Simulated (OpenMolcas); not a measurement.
# Multiconfigurational calculation on Ti2+

Ti2+ among 6 point charges of -2.2 e arranged as a tetragonal octahedron (D4h), 1.9 Å from the ion, with the axial distance 2.204 Å. The active orbitals were held to one l. With inversion symmetry the input lists one of each pair of outer charges.

Input:

```
&GATEWAY
Coord
1

Ti 0.0 0.0 0.0
Basis=ANO-RCC-VDZP
Group=XYZ
NoMove
AngMom=0.0 0.0 0.0
AMFI
XField
3 Angstrom 0
1.900000 0.000000 0.000000 -2.200000
0.000000 1.900000 0.000000 -2.200000
0.000000 0.000000 2.204000 -2.200000
&SEWARD
&RASSCF
FileOrb=start.orb
Symmetry=1
Spin=3
nActEl=2 0 0
Inactive=3 6
Ras2=5 0
CIRoot=10 10 1
SDav=10
CIMx=300
Iter=120 100
PrWF=0.3
OrbListing=Nothing
MaxOrb=0
SupSym
1
10 4 5 6 7 8 11 12 13 14 15
0
>>> COPY $Project.JobIph JOB001
&RASSCF
FileOrb=start.orb
Symmetry=1
Spin=1
nActEl=2 0 0
Inactive=3 6
Ras2=5 0
CIRoot=15 15 1
SDav=15
CIMx=300
Iter=120 100
PrWF=0.3
OrbListing=Nothing
MaxOrb=0
SupSym
1
10 4 5 6 7 8 11 12 13 14 15
0
>>> COPY $Project.JobIph JOB002
&RASSI
NrOfJobIphs=2 10 15
1 2 3 4 5 6 7 8 9 10
1 2 3 4 5 6 7 8 9 10 11 12 13 14 15
IphNames
JOB001
JOB002
EJob
SpinOrbit
DIPRint=1.0
SOCoupling=1000.0
Subsets=2
Property=9
'ANGMOM' 1 'ANGMOM' 2 'ANGMOM' 3 'MLTPL  1' 1 'MLTPL  1' 2 'MLTPL  1' 3
'AMFI' 1 'AMFI' 2 'AMFI' 3
SOProperty=3
'ANGMOM' 1 'ANGMOM' 2 'ANGMOM' 3
```

Launched by
```bash
OMP_NUM_THREADS=1 MOLCAS_MEM=1689 MOLCAS_PROJECT=a pymolcas a.inp > a.log  # once for each step of the input, in one work folder
```

A driver script runs the steps one by one and writes start.orb anew before each from the orbitals found so far.

Output, cut to the results:

```
--- SEWARD ---
Basis set label: TI.ANO-RCC...5S4P2D1F.

      Electronic valence basis set:
      ------------------
      Associated Effective Charge  22.000000 au
      Associated Actual Charge     22.000000 au
      Nuclear Model: Point charge

      Shell  nPrim  nBasis  Cartesian Spherical Contaminant
         s      21       5        X
         p      15       4        X
         d      10       2                 X
         f       6       1                 X
                  Relativistic Douglas-Kroll-Hess integrals:
                    - DKH order of Hamiltonian: 2
                    - DKH order of Properties : 0
                  Atomic mean-field integrals
--- RASSCF ---
Wave function specifications:
      -----------------------------

      Number of closed shell electrons          18
      Number of electrons in active shells       2
      Max number of holes in RAS1 space          0
      Max nr of electrons in RAS3 space          0
      Number of inactive orbitals                9
      Number of active orbitals                  5
      Number of secondary orbitals              20
      Spin quantum number                      1.0
      State symmetry                             1
Orbital specifications:
      -----------------------

      Symmetry species                           1   2
                                                ag  au
      Frozen orbitals                            0   0
      Inactive orbitals                          3   6
      Active orbitals                            5   0
      RAS1 orbitals                              0   0
      RAS2 orbitals                              5   0
      RAS3 orbitals                              0   0
      Secondary orbitals                         7  13
      Deleted orbitals                           0   0
      Number of basis functions                 15  19
      Number of CSFs                            10
      Number of root(s) required                10
      Iter CI   SX   CI       RASSCF       Energy    max ROT     max BLB   max BLB  Level Ln srch  Step   QN
          iter iter root      energy       change     param      element    value   shift minimum  type update
 Nr of preliminary CI iterations:   1
        1   1    6    0  -859.06738261    0.00E+00  -1.56E-01*   5  11 2 -6.59E-02*  0.15   0.00    SX    NO
        2   1    6    0  -859.08596583   -1.86E-02*  3.91E-02    6  12 2  2.60E-02*  0.14   0.00    SX    NO
        3   1    6    0  -859.08702304   -1.06E-03* -9.66E-03    5  11 2 -1.25E-02*  0.12   0.00    SX    NO
        4   1    5    0  -859.08712022   -9.72E-05*  5.39E-03    6  12 2  5.14E-03*  0.12   0.00    SX    NO
        5   1    5    0  -859.08713948   -1.93E-05* -1.34E-03    5  11 2 -2.75E-03*  0.12   0.68    QN   YES
        6   1    4    0  -859.08714527   -5.79E-06*  9.55E-05    5  11 2 -1.22E-04*  0.12   1.02    QN   YES
        7   1    4    0  -859.08714530   -2.23E-08*  4.11E-05    4   7 2  2.66E-05   0.12   1.32    QN   YES
        8   1    2    0  -859.08714530   -1.59E-09   8.78E-07    6   9 2  7.51E-07   0.12   1.01    QN   YES
      Convergence after  8 iterations
        9   1    2    0  -859.08714530   -1.59E-12   8.78E-07    6   9 2  1.93E-07   0.12   1.01    QN   YES
      Natural orbitals and occupation numbers for root  1
      sym 1:   0.016055   0.983945   0.000000   0.983945   0.016055
      Natural orbitals and occupation numbers for root  2
      sym 1:   0.997053   0.002947  -0.000000   0.997053   0.002947
      Natural orbitals and occupation numbers for root  3
      sym 1:   0.997053   0.997053  -0.000000   0.002947   0.002947
::    RASSCF root number  1 Total energy:   -859.16653607
::    RASSCF root number  2 Total energy:   -859.14505413
::    RASSCF root number  3 Total energy:   -859.14505413
::    RASSCF root number  4 Total energy:   -859.09876339
::    RASSCF root number  5 Total energy:   -859.09876339
::    RASSCF root number  6 Total energy:   -859.09706976
::    RASSCF root number  7 Total energy:   -859.05258075
::    RASSCF root number  8 Total energy:   -859.05258075
::    RASSCF root number  9 Total energy:   -859.01174706
::    RASSCF root number 10 Total energy:   -859.00330357
--- RASSCF ---
Wave function specifications:
      -----------------------------

      Number of closed shell electrons          18
      Number of electrons in active shells       2
      Max number of holes in RAS1 space          0
...
--- RASSI ---
SPIN-FREE ENERGIES:
  (Shifted by EMIN (a.u.) =       -859.1665360698)

 SF State       Relative EMIN(au)   Rel lowest level(eV)    D:o, cm**(-1)      L_eff

     1             0.0000000000        0.0000000000              0.0000         2.8
     2             0.0214819419        0.5845534191           4714.7413         2.9
     3             0.0214819419        0.5845534191           4714.7413         2.9
    11             0.0441003466        1.2000315659           9678.9073         3.0
    12             0.0448873727        1.2214476371           9851.6396         3.1
    13             0.0670642016        1.8249098935          14718.8909         3.1
     4             0.0677726809        1.8441885974          14874.3842         2.6
     5             0.0677726809        1.8441885974          14874.3842         2.6
    14             0.0688859152        1.8744812457          15118.7108         2.8
    15             0.0688859152        1.8744812457          15118.7108         2.8
     6             0.0694663056        1.8902744721          15246.0918         2.9
    16             0.1087301723        2.9586987144          23863.5145         3.8
    17             0.1087301723        2.9586987144          23863.5145         3.8
     8             0.1139553216        3.1008822704          25010.3022         1.7
     7             0.1139553216        3.1008822704          25010.3022         1.7
    18             0.1201607141        3.2697396036          26372.2284         3.1
    19             0.1265109838        3.4425392432          27765.9515         3.2
    20             0.1499693524        4.0808739741          32914.4683         3.5
    21             0.1499693524        4.0808739741          32914.4683         3.5
     9             0.1547890148        4.2120236671          33972.2620         2.9
    10             0.1632325029        4.4417826833          35825.3934         1.3
...
```

Spin-orbit levels above the lowest (labels of D4, the rotations of D4h):

| E (cm-1) | Degeneracy | Label | 2S+1 | g |
| --- | --- | --- | --- | --- |
| 0.0 | 1 | A1 | 3 |  |
| 1.9 | 2 | E | 3 | 0.00 0.00 4.00 |
| 4663 | 1 | B1 | 3 |  |
| 4667 | 1 | B2 | 3 |  |
| 4719 | 2 | E | 3 | 0.00 0.00 2.06 |
| 4768 | 1 | A2 | 3 |  |
| 4770 | 1 | A1 | 3 |  |
| 9678 | 1 | B2 | 1 |  |
| 9857 | 1 | B1 | 1 |  |
| 14704 | 1 | A1 | 1 |  |
| 14865 | 1 | B1 | 3 |  |
| 14867 | 2 | E | 3 | 0.00 0.00 0.37 |
| 14870 | 1 | B2 | 3 |  |
| 14893 | 1 | A2 | 3 |  |
| 14912 | 1 | A1 | 3 |  |
| 15080 | 2 | E | 1 (73 %) | 0.00 0.00 1.49 |
| 15254 | 1 | B1 | 3 |  |
| 15304 | 2 | E | 3 (77 %) | 0.00 0.00 3.25 |
| 23868 | 2 | E | 1 | 0.00 0.00 1.67 |
| 24996 | 1 | A1 | 3 |  |

Without dynamic correlation the repulsion within the d shell is too large (B by tens of per cent), so at a given field states of lower spin stand too high. This is an electrostatic model: the charges have no orbitals. No measured value stands beside these numbers.

With an even number of electrons the g values are those of a degenerate or nearly degenerate non-Kramers pair.
